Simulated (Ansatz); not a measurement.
bismuth atom (Bi), quartet (core potentials on Bi); Ansatz (a program for electronic structure) with R2SCAN/def2-SV(P).

Here is a job for Ansatz.
Ansatz 0.2 input:
```yaml
crystal:
  periodic: [false, false, false]
  atoms:
    - {symbol: Bi, position_ang: [0.00000000, 0.00000000, 0.00000000]}
basis:
  gaussian:
    orbitals: def2-SV_P_.json
hamiltonian:
  xc: r2scan
magnetization: {spin_polarized: true, initial_magnetization: 3}
```
The basis file holds def2-SV(P) in the JSON format of the Basis Set Exchange.

It wrote (shortened):

```
Functional definition: r2SCAN
276 factors; their error is unknown
mean field evaluation 1: about -5842.6176 eV, gradient 2.7e0 eV
mean field evaluation 2: about -5842.6605 eV, gradient 1.8e0 eV
mean field evaluation 4: about -5842.6752 eV, gradient 2.4e-2 eV
mean field evaluation 8: about -5842.6557 eV, gradient 4.0e-5 eV
mean field -5842.65570295 eV, -214.7136367892 hartree, gradient 1.4e-6 eV, S^2 3.754276; 0 other end points of the search recorded, 0 dependent functions left out
reference -5842.65571054 eV, -214.7136370682 hartree; 13, 10 occupied and 13, 16 virtual orbitals, 276 factors
Total energy: -5842.65571054 eV, -214.7136370682 hartree
```
